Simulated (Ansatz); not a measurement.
Molecule: CH3BFS, net charge 0, doublet state. It need not be the lowest isomer of its formula. 
Coordinates optimised at B3LYP-D3(BJ)/def2-TZVP (Ansatz, a program for electronic structure):
```xyz
7

C     -1.9048    -0.0693     0.3445
S     -0.3509     0.4543    -0.4678
B      0.8628    -0.4902     0.4372
F      2.1529    -0.4363     0.1959
H     -2.0518    -1.1388     0.2249
H     -1.8882     0.1952     1.3979
H     -2.7074     0.4687    -0.1554
```
Charge 0, spin multiplicity 2.

Basis-set convergence of Hartree-Fock and MP2 correlation energies (hartree) with Ansatz. Valence correlation only, unless marked. Open shells are spin-unrestricted. Spin-orbit coupling is left out. Non-relativistic.

```json
[
 {"basis": "cc-pV(D+d)Z", "functions": "80", "E(HF)": "-561.30018", "E(corr, MP2)": "-0.52444"},
 {"basis": "cc-pV(T+d)Z", "functions": "171", "E(HF)": "-561.37291", "E(corr, MP2)": "-0.67240"},
 {"basis": "cc-pV(Q+d)Z", "functions": "319", "E(HF)": "-561.38889", "E(corr, MP2)": "-0.72715"}
]
```

Extrapolating the two largest sets (X = 3 and 4) as X^-3: E(corr) = (64·(-0.72715) - 27·(-0.67240))/37 = -0.7671 Eh, an estimate of the basis-set limit. The largest set recovers 94.8 % of it, the smallest 68.4 %.
